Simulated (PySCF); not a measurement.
Input of a run (PBE0-D3(BJ)/def2-SVP geometry optimisation, gas phase (PySCF 2.14.0)), started from GFN2-xTB:
```
{"job": {"xc": "PBE0", "basis": "def2-SVP", "d3": "d3bj", "grid": 1, "maxiter": 40, "shake": 0.03, "kind": "geom"}, "charge": 0, "multiplicity": 1}
Si     0.058410    -0.070110     0.013980
O      0.213740     0.109180     1.596340
C      0.806230     1.160930     2.278330
C      0.922840     0.877140     3.784630
H      1.893170     1.232500     1.925750
H      0.344670     2.127920     2.080290
H      1.332670     1.667380     4.348200
H     -0.161660     0.793490     4.110580
H      1.332060    -0.047700     4.060200
O      1.442820     0.203220    -0.660600
C      1.715540     0.237920    -2.044010
C      3.264190     0.355910    -2.243480
H      1.274010    -0.632170    -2.575740
H      1.183020     1.114140    -2.497700
H      3.469800     0.343540    -3.323270
H      3.616590     1.302420    -1.772630
H      3.747580    -0.465780    -1.811870
O     -1.008130     1.140500    -0.637280
C     -2.370200     1.267090    -0.429400
C     -2.914800     2.553710    -1.158440
H     -2.939710     0.403310    -0.825750
H     -2.531120     1.325840     0.611250
H     -3.885100     2.705850    -1.080610
H     -2.323720     3.418010    -0.826840
H     -2.598050     2.394300    -2.226460
O     -0.742890    -1.388670    -0.254870
C     -0.283460    -2.746390     0.242420
C     -1.180480    -3.746700    -0.314560
H      0.763440    -2.886090    -0.179430
H     -0.290520    -2.662540     1.242720
H     -0.888400    -4.758380    -0.008370
H     -2.198340    -3.633280    -0.046620
H     -1.208520    -3.708300    -1.412500
```

Output (energies in Eh, forces in Eh/bohr):
```
step   0  E = -906.03274827  max force = 0.134737
step   1  E = -906.09409470  max force = 0.028766
step   2  E = -906.09856769  max force = 0.007390
step   3  E = -906.09904772  max force = 0.001794
step   4  E = -906.09913407  max force = 0.001340
step   5  E = -906.09917616  max force = 0.000948
step   6  E = -906.09919634  max force = 0.000793
step   7  E = -906.09921516  max force = 0.000588
step   8  E = -906.09923478  max force = 0.000830
step   9  E = -906.09926638  max force = 0.001150
step  10  E = -906.09931404  max force = 0.001219
step  11  E = -906.09939772  max force = 0.000798
step  12  E = -906.09936078  max force = 0.001228
step  13  E = -906.09943972  max force = 0.000829
step  14  E = -906.09949483  max force = 0.000936
step  15  E = -906.09952470  max force = 0.000803
step  16  E = -906.09954661  max force = 0.000486
step  17  E = -906.09956557  max force = 0.000297
step  18  E = -906.09956992  max force = 0.000401
optimisation converged
```

**Question.** Summarise the run.

**Answer.** The energy falls by 175.4 kJ/mol over 19 energy and gradient evaluations, the largest force component goes from 0.1347 to 4.0e-04 Eh/bohr, and the atoms move by 0.787 Å rms after alignment. The bond that changes most is C20–H23 (ends: carbon bonded to C and 3 H; hydrogen on carbon), which lengthens by 0.115 Å. Bonds longer at the end by more than 0.005 Å: 14 of 32; shorter: 12. Among the angles that change most is C3–C4–H8, from 102.9° to 110.6°. Among the dihedrals that turn most is Si1–O26–C27–C28, from -174° to 133°. The energy rose by more than 1e-6 Eh at step 12. The first step brought 92 % of the lowering.

**Question.** What are the final bond lengths?

**Answer.** Si1–O2 1.643 Å, Si1–O10 1.643 Å, Si1–O18 1.643 Å, Si1–O26 1.642 Å, O2–C3 1.411 Å, C3–C4 1.510 Å, C3–H5 1.104 Å, C3–H6 1.105 Å, C4–H7 1.101 Å, C4–H8 1.100 Å, C4–H9 1.101 Å, O10–C11 1.411 Å, C11–C12 1.510 Å, C11–H13 1.106 Å, C11–H14 1.104 Å, C12–H15 1.101 Å, C12–H16 1.100 Å, C12–H17 1.100 Å, O18–C19 1.410 Å, C19–C20 1.510 Å, C19–H21 1.105 Å, C19–H22 1.106 Å, C20–H23 1.101 Å, C20–H24 1.100 Å, C20–H25 1.100 Å, O26–C27 1.411 Å, C27–C28 1.511 Å, C27–H29 1.105 Å, C27–H30 1.104 Å, C28–H31 1.101 Å. Numbering counts from 1 in the input's order; the species is Si(OEt)4, `CCO[Si](OCC)(OCC)OCC`.

The run used 286 basis functions and 125 SCF cycles in all. Hardware: Intel Xeon Platinum 8488C, 2 threads (shared host). Cost: 15 min wall, 32 min CPU, 2.4 GiB resident at most.

Stationary, but not proved a minimum. One conformer, not necessarily the lowest.
